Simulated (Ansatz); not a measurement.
Gas-phase reaction in SMILES: C[Si](F)(F)Cl → C[Si](F)F + Cl atom (the Cl-Si bond at the site shown breaks; other sites are not compared here)
Structures are relaxed separately at B3LYP-D3(BJ)/def2-TZVP in Ansatz (a program for electronic structure).
Geometry of the first species:
```xyz
8

C     -1.9513    -0.1167     0.1792
Si    -0.1434     0.2047     0.2177
F      0.4442    -0.0361     1.6731
F      0.1717     1.7160    -0.1536
Cl     0.8911    -0.9845    -1.0773
H     -2.1604    -1.1522     0.4503
H     -2.3498     0.0658    -0.8195
H     -2.4656     0.5386     0.8845
```

Property: bond dissociation energy (electronic energy difference), in kcal/mol. Valence correlation only, unless marked. Open shells are spin-unrestricted. No spin-orbit coupling. No relativistic terms. CBS marks a two-point X^-3 extrapolation of the correlation energy; Hartree-Fock from the larger set. The bracket is a focal-point correction in the basis named.

| level | program | bond dissociation energy (kcal/mol) |
|---|---|---|
| PBE-D4/def2-TZVPD | Ansatz + dftd4 | 117.0 |
| B3LYP/def2-TZVPD | Ansatz | 112.1 |

Problem. What does RI-MP2/CBS(cc-pV(T+d)Z,cc-pV(Q+d)Z)+[CCSD(T)-MP2]/cc-pV(T+d)Z (Ansatz) give?

Solution. 121.8 kcal/mol, so B3LYP/def2-TZVPD differs from it by -9.7 kcal/mol.
